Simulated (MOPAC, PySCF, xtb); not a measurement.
Isomers of C4H4N2: 1 is c1cncnc1, 2 is c1ccnnc1; one conformer of each (the lowest of an xTB search), B3LYP-D3(BJ)/def2-TZVP minima.
Isomer 1 (charge 0, multiplicity 1):
```xyz
10

C     -1.1180     0.1810     0.0956
C     -0.5926    -1.0994     0.0012
N      0.7166    -1.3221    -0.1113
C      1.4955    -0.2421    -0.1281
N      1.1026     1.0276    -0.0444
C     -0.2099     1.2293     0.0675
H     -2.1815     0.3531     0.1866
H     -1.2354    -1.9733     0.0156
H      2.5625    -0.4148    -0.2191
H     -0.5398     2.2607     0.1363
```
Isomer 2 (charge 0, multiplicity 1):
```xyz
10

C      0.68842     0.79961     0.13075
C     -0.68823     0.80620     0.08221
C     -1.31797    -0.42150    -0.10320
N     -0.66349    -1.57175    -0.23225
N      0.66312    -1.57811    -0.18548
C      1.31787    -0.43413    -0.01027
H      1.26495     1.70422     0.27140
H     -1.26455     1.71634     0.18223
H     -2.39758    -0.49895    -0.15222
H      2.39746    -0.52193     0.01683
```

No zero-point or thermal terms.

Rows in STO-3G carry no dispersion term and start afresh at each structure. The state that AM1, PM6 reach isn't checked.

Run with MOPAC for AM1, PM6 (differences of heats of formation); PySCF for STO-3G rows; xtb for the GFN methods. 

Question: One of these levels gives 0.764 eV for the electronic energy of isomer 2 less that of isomer 1. Name it.
A. GFN1-xTB
B. HF/STO-3G
C. AM1
D. PM6

Answer: A, GFN1-xTB. The others give 0.517 (AM1), 0.379 (PM6), 0.680 (HF/STO-3G)
